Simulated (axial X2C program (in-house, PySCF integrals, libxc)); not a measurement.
TaH⁺: nuclear properties from DFT to coupled cluster

Computed with an in-house all-electron X2C program for linear molecules (integrals from PySCF): two-component X2C with atomic mean-field Coulomb and Gaunt terms, Gaussian nuclei, basis Ta dyall-acv3z, H dyall-av3z with contracted cores.

R = 1.715 Å (near the PBE0 minimum at charge 1 of the determinant lowest at the starting distance; the state shown can have its own minimum elsewhere); state Ω = 3/2 (⟨Sz⟩ = -1.47, ⟨Lz⟩ = 2.97 at PBE0).

```json
{"level": "PBE0", "Eeff magnitude (GV/cm)": "17.9", "Ws magnitude Ta (kHz)": "11.1", "A∥/gI Ta (MHz)": "-2710", "A∥/gI H (MHz)": "9.96"}
{"level": "HF", "Eeff magnitude (GV/cm)": "17.8", "Ws magnitude Ta (kHz)": "10.9", "A∥/gI Ta (MHz)": "-2650", "A∥/gI H (MHz)": "15.1"}
{"level": "B3LYP", "Eeff magnitude (GV/cm)": "19.6", "Ws magnitude Ta (kHz)": "12.1", "A∥/gI Ta (MHz)": "-2620", "A∥/gI H (MHz)": "7.13"}
```

Eeff is the effective electric field on the electron electric dipole moment in this Ω state and Ws the scalar–pseudoscalar constant of the nucleus named (defined with the proton number Z and per Ω); A∥ (defined per Ω) follows by multiplying with gI = μI/(I μN). The operators were transformed with the bare-nucleus X2C matrices; with these basis sets, hyperfine constants and field gradients can be off by tens of per cent, and where levels differ in sign neither size nor sign is settled.

Finite-field MP2, CCSD and CCSD(T), with 13 electrons correlated in 127 natural virtual spinors (MP2 remainder added):

```
  level  Eeff magnitude (GV/cm)  Ws magnitude Ta (kHz)  A∥/gI Ta (MHz)  A∥/gI H (MHz)
    MP2                    19.8                   12.1           -2520           7.44
   CCSD                    18.8                   11.5           -2510           7.83
CCSD(T)                    18.9                   11.5           -2460           7.07
```

T1 = 0.018 (Lee–Taylor). One unrestricted determinant, the lowest of a limited PBE0 search, is the reference; the functionals treat spin collinearly. With several open shells it need not be a pure state. Correlation of the inner shells is missing, which matters for properties at the nucleus. Number of frozen shells: Ta 4 s, 3 p, 2 d, 1 f; H none.

By how much does correlation change each value, CCSD(T) against HF?

Eeff magnitude 6 %; Ws magnitude Ta 6 %; A∥/gI Ta -7 %; A∥/gI H -53 %.
